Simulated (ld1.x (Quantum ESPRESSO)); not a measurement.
**How hard is this aluminium TM semilocal potential?**

```json
{
 "Element": "aluminium (Al)",
 "Generator": "ld1.x (Quantum ESPRESSO) 7.5",
 "Type": "norm-conserving Troullier–Martins (semilocal form)",
 "Functional": "LDA (PZ)",
 "Relativity": "non-relativistic",
 "Frozen core": "[Ne]",
 "Valence charge": "3",
 "Reference configuration": "3s2 3p1",
 "Partial waves": "3p (bound): rc 1.75 bohr; 3s (bound): rc 1.55 bohr",
 "Local potential": "the s channel",
 "Core correction": "none"
}
```

The pseudo-atom Hamiltonian at the reference potential is diagonalised in spherical Bessel functions j_l(qr) that vanish at 20 bohr, with q² up to the cutoff. All-electron valence levels (Ry): 3p -0.2055, 3s -0.5742.

How do the lowest levels (Ry) of each channel move with the cutoff, and are there ghosts?

| cutoff (Ry) | p #1 | p #2 | s #1 | Σ f·Δε (mRy) |
| --- | --- | --- | --- | --- |
| 8 | -0.2018 | 0.0272 | -0.5609 | 30.4 |
| 15 | -0.2020 | 0.0272 | -0.5639 | 24.2 |
| 25 | -0.2042 | 0.0269 | -0.5707 | 8.2 |
| 35 | -0.2054 | 0.0267 | -0.5732 | 2.2 |
| 50 | -0.2054 | 0.0267 | -0.5736 | 1.3 |
| 70 | -0.2055 | 0.0267 | -0.5741 | 0.2 |
| 400 | -0.2055 | 0.0267 | -0.5742 | 0.0 |

Result: no extra level below or beside the all-electron valence levels (p, s tested); the semilocal form is local in each channel, so this says nothing of the separable form that plane-wave codes build from it; 10 mRy is reached at 25 Ry and 1 mRy at 55 Ry.
